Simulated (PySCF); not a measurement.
Structure with atom numbers: `[NH2:1][SiH2:2][NH:3][c:4]1[cH:5][cH:6][cH:7][cH:8][cH:9]1`. Hydrogens are named by the atom that carries them.

PySCF calculation with coordinates at the GFN2-xTB level and shielding tensors at PBE0/pcSseg-1 (GIAO); single conformer, relativity neglected, equivalent nuclei averaged, in vacuum.

Predict the 2D correlation tables (HSQC, COSY, HMBC).

## Answers



HSQC (one-bond C–H):
| δH | δC |
| --- | --- |
| 7.43 (H(C6)/H(C8)) | 135.0 (C6/C8) |
| 6.92 (H(C7)) | 122.0 (C7) |
| 6.70 (H(C5)/H(C9)) | 118.0 (C5/C9) |

COSY cross peaks (H two or three bonds apart, from the bond graph; peaks can be absent where the dihedral angle is near 90°):
| δH | δH |
| --- | --- |
| 7.43 (H(C6)/H(C8)) | 6.92 (H(C7)) |
| 7.43 (H(C6)/H(C8)) | 6.70 (H(C5)/H(C9)) |

HMBC (two and three bonds, from the bond graph):
| δH | δC |
| --- | --- |
| 7.43 (H(C6)/H(C8)) | 151.6 (C4), 135.0 (C6/C8), 122.0 (C7), 118.0 (C5/C9) |
| 6.92 (H(C7)) | 135.0 (C6/C8), 118.0 (C5/C9) |
| 6.70 (H(C5)/H(C9)) | 151.6 (C4), 135.0 (C6/C8), 122.0 (C7), 118.0 (C5/C9) |
| 5.52 (H(Si2)) | 151.6 (C4) |

Scale: ¹H (σ = 31.72 ppm), ¹³C (σ = 186.93 ppm) against TMS (reference shieldings calculated alike).

Short H···H contacts in this conformer between protons four or more bonds apart (candidates for NOE cross peaks, intensity ∝ r⁻⁶): H(Si2)···H(C5) 2.69 Å.

The OH or NH signal is concentration- and solvent-dependent in practice; the value given is the gas-phase one. Shifts are as computed. Against solution values, carbons near 30 ppm lie about +3 ppm off and those near 130 ppm about +5 ppm. Of 1309 compounds with measured shifts, 239 miss one by over three times the rms of a fit or turn the order of signals round; such compounds aren't used in these exercises.
